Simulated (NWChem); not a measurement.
System: benzonitrile (C₇H₅N); SMILES c1cc(ccc1)C#N

Program: NWChem. Pople sets run with spherical d functions. Each level has its own optimisation. Computed dipoles belong to the equilibrium geometry; the measured one is vibrationally averaged.

Measured dipole moment: 4.18 D (NIST CCCBDB, as tabulated in the package chemicals).

```csv
level,dipole moment (D),computed − measured
Hartree-Fock/STO-3G,[?],[?]
Hartree-Fock/3-21G,4.55,+0.37
Hartree-Fock/6-31G*,4.85,+0.67
B3LYP/6-31G*,4.56,+0.38
"LDA (Slater exchange, VWN5)/def2-SVP",4.37,+0.19
PBE/def2-SVP,4.33,+0.15
BLYP/def2-SVP,[?],[?]
PBE0/def2-SVP,4.46,+0.28
```

### Question
Complete the blanks.

### Answer

- BLYP/def2-SVP, dipole moment (D): 4.29
- BLYP/def2-SVP, computed − measured: +0.11
- Hartree-Fock/STO-3G, dipole moment (D): 3.65
- Hartree-Fock/STO-3G, computed − measured: -0.53
